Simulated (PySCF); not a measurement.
```xyz
4
charge 0 multiplicity 5, angstrom
Pt    0.0000    0.0000    0.0983
O     0.0000    0.0000    1.9641
Cl    2.1129    0.0000   -0.7233
Cl   -2.1129    0.0000   -0.7233
```

Method: PySCF, UPBE0, basis Pt def2-SVP with ECP60, O def2-SVP, Cl def2-SVP (scalar-relativistic core potentials, no spin–orbit coupling, density fitting).

This geometry of PtOCl₂ is a stationary point at this level.

**Question.** What is the point group?

**Answer.** C2v.

**Question.** Is it a minimum?

**Answer.** Yes: all harmonic wavenumbers are real, though the softest, 54 cm⁻¹, leaves little margin.

**Question.** List the harmonic modes with their infrared intensities.

**Answer.** 
| symmetry | ω (cm⁻¹) | IR (km/mol) |
| --- | --- | --- |
| a1 | 54 | 0.0 |
| b1 | 69 | 3.2 |
| b2 | 93 | 0.5 |
| a1 | 343 | 3.6 |
| b2 | 368 | 37.5 |
| a1 | 639 | 1.1 |

**Question.** What is the atomisation energy, with and without zero-point energy?

**Answer.** 768 kJ/mol without, 758 kJ/mol with.

In C2v the vibrations span 3a1 + b1 + 2b2. Here b1 is antisymmetric to the molecular plane and b2 lies in it.

Other isomers or separated fragments may lie lower. Other spin states or occupations of the open shell can lie lower. At this level a triplet minimum of Cs symmetry lies 111 kJ/mol below this structure. Spin–orbit coupling, left out here, can matter for elements this heavy.
